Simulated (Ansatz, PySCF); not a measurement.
This PySCF input computes a PBE/def2-TZVPD energy:

```python
from pyscf import gto, scf, dft

mol = gto.M(
    atom='''
    As   -0.00000000    0.00000000   -0.00000000
    H     0.00688244   -0.00058830    1.60544894
    H    -0.00688244    0.00058830   -1.60544894
    H     1.53171662    0.00083780   -0.00656605
    H    -0.76658177    1.32609870    0.00377221
    H    -0.76513484   -1.32693650    0.00279384
    ''',
    basis='def2-tzvpd',
    charge=0,
    spin=0,
    verbose=4,
)

mf = dft.RKS(mol, xc='pbe').density_fit(auxbasis='def2-universal-jkfit')
mf.grids.level = 3
mf.conv_tol = 1e-9
mf.max_cycle = 100
mf.max_memory = 1500
mf.kernel()
if not mf.converged:
    mf = mf.newton()
    mf.kernel(mf.make_rdm1())
mf.analyze()
```

Write an input for the same energy in Ansatz (an electronic-structure program) and say what it gives.


Ansatz 0.2 input:
```yaml
crystal:
  periodic: [false, false, false]
  atoms:
    - {symbol: As, position_ang: [-0.00000000, 0.00000000, -0.00000000]}
    - {symbol: H, position_ang: [0.00688244, -0.00058830, 1.60544894]}
    - {symbol: H, position_ang: [-0.00688244, 0.00058830, -1.60544894]}
    - {symbol: H, position_ang: [1.53171662, 0.00083780, -0.00656605]}
    - {symbol: H, position_ang: [-0.76658177, 1.32609870, 0.00377221]}
    - {symbol: H, position_ang: [-0.76513484, -1.32693650, 0.00279384]}
basis:
  gaussian:
    orbitals: def2-TZVPD
hamiltonian:
  xc: {name: PBE}
output: {forces: true}
```
It gives -2238.40014 Eh, and PySCF -2238.40022 Eh, a difference of 0.08 mEh, from the treatment of integrals and grids.
